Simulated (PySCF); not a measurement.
**Potential energy of ZnS⁺ along the bond**

Set-up: PySCF, scalar-relativistic core potentials, basis sets Zn cc-pVDZ-PP with ECP10, S cc-pV(D+d)Z. Energies in eV from Zn⁺ + S in their ground configurations at the same level. All curves are PBE0. state 1: ²Π (doublet), unpaired electrons π ↑; state 2: ⁴Σ⁻ (quartet), unpaired electrons σ ↑, π ↑↑, a second solution, started from another occupation; state 3: Ms = 0.5 determinant of mixed spin (⟨S²⟩ near 1.8), unpaired electrons σ ↓, π ↑↑, a second solution, started from another occupation; state 4: Ms = 0.5 determinant of mixed spin (⟨S²⟩ near 1.8), unpaired electrons σ ↑, π ↑↓, a mixture of terms (⟨Lz²⟩ = 2.0), a second solution, started from another occupation.

```csv
R (Å),state 1,state 2,state 3,state 4
1.839,-1.272,0.984,1.170,1.4965
1.925,-1.794,0.178,0.358,0.6961
2.011,-2.073,-0.386,-0.208,0.1374
2.075,-2.168,-0.692,-0.515,-0.1656
2.139,-2.191,-0.924,-0.746,-0.3942
2.203,-2.161,-1.098,-0.918,-0.5641
2.289,-2.061,-1.258,-1.075,-0.7203
2.396,-1.876,-1.374,-1.187,-0.8325
2.524,-1.609,-1.429,-1.236,-0.8831
2.695,-1.243,-1.413,-1.213,-0.8625
```

Task: Put a parabola through the three lowest points of the state 1 curve and estimate Re, k and ωe (reduced mass 21.31 u; 1 eV/Å² = 0.16022 mdyn/Å; ωe = 1302.8·√(k/μ) cm⁻¹).

Result: Through R = 2.075, 2.139, 2.203 Å the second-order coefficient is 6.47 eV/Å², so Re ≈ 2.135 Å, k ≈ 2.07 mdyn/Å and ωe ≈ 406 cm⁻¹. A polynomial fit of higher order to the unrounded PBE0 energies gives Re = 2.132 Å, k = 2.14 mdyn/Å, ωe = 413 cm⁻¹; anharmonicity and rounding make the difference.

The higher-order fit for each curve: state 1: Re = 2.132 Å, ωe = 413 cm⁻¹, De = 2.19 eV; state 2: Re = 2.572 Å, ωe = 196 cm⁻¹, minimum 1.43 eV below the ground-state fragments; state 3: Re = 2.558 Å, ωe = 200 cm⁻¹, minimum 1.24 eV below the ground-state fragments; state 4: Re = 2.562 Å, ωe = 198 cm⁻¹, minimum 0.89 eV below the ground-state fragments.

⟨S²⟩ of the unrestricted solution departs from its pure value on part of the curve, where spin states mix. For an ion De counts to the pair picked by the measured ionisation energies or electron affinities, which need not be the lowest pair at this level. The state is the lowest determinant that a PBE0 search found; another state may lie lower at other levels.
